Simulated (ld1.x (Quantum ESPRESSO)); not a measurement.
I (Z = 53): from the effect back to the setting (TM)

Base potential:

| Quantity | Value |
| --- | --- |
| Element | I |
| Generator | ld1.x (Quantum ESPRESSO) 7.5 |
| Type | norm-conserving Troullier–Martins (Kleinman–Bylander form) |
| Functional | PBE |
| Relativity | scalar-relativistic |
| Frozen core | [Kr] 4d10 |
| Valence charge | 7 |
| Reference configuration | 5s2 5p4.5 (charge +0.5) |
| Partial waves | 5p (bound): rc 2.10 bohr; 5d channel at 0.35 Ry: rc 1.60 bohr; 5s (bound): rc 1.75 bohr |
| Local potential | the s channel |
| Core correction | a·sin(br)/r model core, default radius (core density twice the valence density) |

Cutoffs, loose and tight: the cutoffs (Ry, on a coarse ladder) from which the occupation-weighted sum of valence levels, in a spherical-Bessel basis at the reference potential, stays within 10 and 1 mRy of its value at 400 Ry. They do not see the model core or the augmentation charge, which bear on the density cutoff. Test errors are all-electron minus pseudo excitation energies from the reference, over the configurations 5s2 5p5; 5s2 5p4; 5s2 5p3; 5s2 5p1; 5s1 5p6; 5s1 5p5; 5s2 5p2; variants that change the core or the reference have their own tests.

Only the scale of all radii but the core radius (base = 1) is moved:

```
scale of all radii but the core radius (base = 1)  cutoff, loose  cutoff, tight  bound ghosts  largest test error (meV)
                                             0.75          80 Ry         200 Ry          p, d                       -90
                                             0.87          35 Ry          70 Ry             d                      -119
                                             0.92          35 Ry          60 Ry             d                      -120
                                                1          35 Ry          55 Ry             d                      -123
                                             1.11          30 Ry          50 Ry             d                      -140
                                             1.28          25 Ry          35 Ry          none                      -167
                                              1.4          18 Ry          30 Ry          none                      -221
```

One more run gave cutoff, loose: 30 Ry; cutoff, tight: 45 Ry; bound ghosts: d; largest test error (meV): -146. Which value of the scale of all radii but the core radius (base = 1) was used?

1.19. The tight cutoff moves one way along this sweep, from 200 Ry at 0.75 to 30 Ry at 1.4, which places the run between 1.11 and 1.28.
